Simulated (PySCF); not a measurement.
Cl2OTi, charge -1, multiplicity 2. Atoms are numbered in the order given.

```xyz
4

Ti     0.0000     0.0000    -0.3746
Cl     0.0000     2.0838     0.7165
Cl     0.0000    -2.0838     0.7165
O      0.0000     0.0000    -2.0150
```
Charge -1, spin multiplicity 2.

Geometry optimised at r2SCAN-D4/def2-SVPD. The spin state was assumed, not searched. The isomer is the one that the SMILES or the coordinates give; other isomers of the formula were not compared.

Calculation: PBE/def2-TZVPD run with PySCF.

Isolated molecule, no solvent. A positive occupied level means that this level leaves the electron formally unbound; only the finite basis holds it.

```json
{
  "total_energy": "-1844.76693 hartree",
  "point_group": "C2v",
  "α spin, highest occupied and lowest empty level": "0.48 and 1.59 eV",
  "β spin, highest occupied and lowest empty level": "-2.53 and 1.91 eV",
  "dipole_moment_about_the_centre_of_nuclear_charge": "1.23 D",
  "mean_static_polarisability": "93.1 bohr³ (13.79 Å³)",
  "polarisability_principal_values": "88.1, 95.3, 95.8 bohr³",
  "⟨S²⟩": "0.754 (pure state 0.75)"
}
```
